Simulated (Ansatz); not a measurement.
Reaction (formal hydrolysis of a B–B bond): `BB1CN1` + H₂O → `OB1CN1` + BH₃

Gas-phase electronic energies from Ansatz, PBE0-D4/def2-TZVP geometries. CCSD(T)/CBS is the MP2 limit (def2-TZVPP, def2-QZVPP) plus CCSD(T) − MP2 in def2-TZVPP, frozen cores. This one scheme is used for every species. DFT in def2-TZVPP. Each species was taken in one conformer, which may not be the lowest.

`BB1CN1`:

Z-matrix (Å, degrees):
```
C
B 1 1.590
N 1 1.443 2 52.8
H 1 1.088 2 121.4 3 101.4
H 1 1.090 2 118.9 3 -105.3
B 2 1.632 1 146.8 3 176.0
H 3 1.003 1 134.0 2 -154.0
H 6 1.198 2 121.0 1 -76.7
H 6 1.197 2 122.0 1 98.7
```

H₂O:

```xyz
3

O     0.000   -0.352   -0.167
H    -0.005   -0.150    0.771
H     0.005    0.502   -0.605
```

`OB1CN1`:

Cartesian coordinates in Å:
```
O -0.937 0.690 1.557
B -0.189 0.194 0.550
C 0.046 -0.498 -0.809
N 1.083 0.114 0.073
H -1.861 0.443 1.489
H 0.131 -1.574 -0.950
H -0.198 0.035 -1.730
H 1.925 0.596 -0.179
```

BH₃:

Cartesian coordinates in Å:
```
B 0.000 0.000 0.000
H 0.679 0.505 0.842
H -0.766 0.666 -0.628
H 0.087 -1.171 -0.214
```

Question: Is it downhill or uphill in electronic energy at CCSD(T)/CBS, and by how much? (Best estimate.)

Answer: The calculation gave: Downhill: ΔE = -88.5 kJ/mol.

Question: What do these levels give: BLYP-D4, r2SCANh-D4, ωB97X-V, B2PLYP, PBE-QIDH, PBE0, CAM-B3LYP, RPA@PBE/def2-TZVPP, MP2/def2-SVP, SCS-MP2/def2-TZVPP, CCSD(T)/def2-TZVPP, HF/def2-QZVPP? (An estimate is asked.)

Answer: The calculation gave: BLYP-D4 -87.0, r2SCANh-D4 -88.4, ωB97X-V -93.9, B2PLYP -96.5, PBE-QIDH -92.8, PBE0 -84.4, CAM-B3LYP -98.9, RPA@PBE/def2-TZVPP -96.9, MP2/def2-SVP -117.9, SCS-MP2/def2-TZVPP -101.0, CCSD(T)/def2-TZVPP -94.1, HF/def2-QZVPP -116.7 kJ/mol.

Largest T1 diagnostic among the species: 0.015.

Leaving LDA and LC-ωPBE aside and taking each functional with its dispersion term where it has one, the values, not all of them listed here, spread over 25.3 kJ/mol, from BHLYP-D4 to PBE-D4. In def2-TZVPP, CCSD(T) changes the Hartree–Fock value by +22.7 kJ/mol (the triples alone add +2.5 kJ/mol) and MP2 by +19.7 kJ/mol.
